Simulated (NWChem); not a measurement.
Species: CH6OTi; SMILES C[O][TiH3]

```xyz
9

Ti     0.0001     0.0001    -0.9841
O      0.0002     0.0004     0.7327
C      0.0000     0.0000     2.1229
H      0.9949    -0.2829     2.5024
H     -0.2527     1.0029     2.5025
H     -0.7424    -0.7203     2.5020
H     -1.5575     0.4641    -1.4785
H      0.3768    -1.5810    -1.4782
H      1.1808     1.1167    -1.4789
```
Atoms are numbered in this order, from 1.

Level: PBE0/def2-SVP (NWChem), optimised geometry, unscaled harmonic frequencies. 

### Question
List the harmonic frequencies with IR intensities, and the thermochemistry.

### Answer
```
frequency (cm⁻¹)  IR intensity (km/mol)
----------------  ---------------------
43                                  0.0
118                                 3.0
118                                 3.0
432                                35.1
432                                35.1
524                                50.6
606                                81.0
606                                81.0
722                               193.0
1164                                0.0
1164                                0.0
1276                              587.9
1462                                6.2
1462                                6.2
1465                                1.9
1697                              436.5
1697                              436.5
1744                              137.1
3042                               51.4
3145                               13.8
3145                               13.8
```

| Quantity | Value |
|---|---|
| zero-point energy | 37.2 kcal/mol |
| thermal correction to the enthalpy at 298.15 K (with zero-point energy) | 41.8 kcal/mol |
| heat capacity Cv | 19.6 cal/(mol K) |
| entropy at 298.15 K and 1 atm (symmetry number 3) | 75.7 cal/(mol K) |
| dipole moment | 2.63 D |

Rigid rotor and harmonic oscillator; modes under 100 cm⁻¹ make the entropy uncertain.
